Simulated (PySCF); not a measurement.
Structure problem from calculated spectra and properties.

Formula: C2H3Cl3O2Si.

* NMR, other nuclei: isotropic shieldings of nuclei other than C and H, by class: -132 (1 O), 64 (1 O), 368 (1 Si), 771 (3 Cl) ppm [GIAO KT2/pcSseg-1]
* Dipole: 2.48 D [B3LYP/def2-SVPD]
* Polarisability: 93.1 au [B3LYP/def2-SVPD]
* Triplet: lowest triplet excitation (Tamm–Dancoff): 5.14 eV [TDA B3LYP/def2-SVPD]
* 1H NMR: chemical shifts (computed TMS as zero) by class: 2.01 (3 H) ppm [GIAO KT2/pcSseg-1]
* XPS: Si2p3/2 110.1, Cl2p3/2 206.7 (×3), C1s 291.8, C1s 295.5, O1s 538.4, O1s 539.7, Si1s 1850.4, Cl1s 2829.3 (×3) eV [ΔSCF SCAN, pcX-2 on the ionised atom, pcseg-1 elsewhere, spin-free X2C, 2p3/2 from a spin–orbit splitting computed afterwards within the 2p shell]
* 13C NMR: chemical shifts (computed TMS as zero) by class: 161.5 (1 C), 21.1 (1 C) ppm [GIAO KT2/pcSseg-1]
* UV, strongest line: among the 10 lowest singlet transitions: S9 at 7.67 eV (162 nm, f = 0.081) [TDDFT B3LYP/def2-SVPD]
* Rotational structure: rotational constants A, B, C: 1.223, 0.739, 0.717 GHz [PBE0-D3(BJ)/def2-SVP]
* UV, first state: lowest singlet excitation: 5.66 eV (219 nm, f = 0.001) [TDDFT B3LYP/def2-SVPD]

Gas-phase values; electronic properties from PySCF, density fitting. Levels stand in brackets. One conformer (not necessarily the lowest) at the PBE0-D3(BJ)/def2-SVP geometry, without solvent, vibrations or thermal averaging. Each NMR value is the plain mean over a class of atoms that symmetry, rotation or inversion makes alike.

Problem. What is the compound? Reason from the data.

Solution. 2 carbons fall into 2 classes; from least to most shielded: carbon bonded to C and 2 O (161.5 ppm), carbon bonded to C and 3 H (21.1 ppm). All hydrogens form one class (2.01 ppm): hydrogen on carbon. The other shieldings belong to: -132 ppm, oxygen bonded to C; 64 ppm, oxygen bonded to C and Si; 368 ppm, silicon bonded to 3 Cl and O; 771 ppm, chlorine bonded to Si. The core levels belong to: Si2p3/2 110.1 eV, silicon bonded to 3 Cl and O; Cl2p3/2 206.7 eV, chlorine bonded to Si; C1s 291.8 eV, carbon bonded to C and 3 H; C1s 295.5 eV, carbon bonded to C and 2 O; O1s 538.4 eV, oxygen bonded to C; O1s 539.7 eV, oxygen bonded to C and Si; Si1s 1850.4 eV, silicon bonded to 3 Cl and O; Cl1s 2829.3 eV, chlorine bonded to Si. One atom of each topological class was ionised and stands for its class. By its constants the optimised geometry is an asymmetric top. Structure: `CC(=O)O[Si](Cl)(Cl)Cl` (Si(OAc)Cl3). The assignments are read from this structure; whether some other isomer fits the data as well wasn't checked.
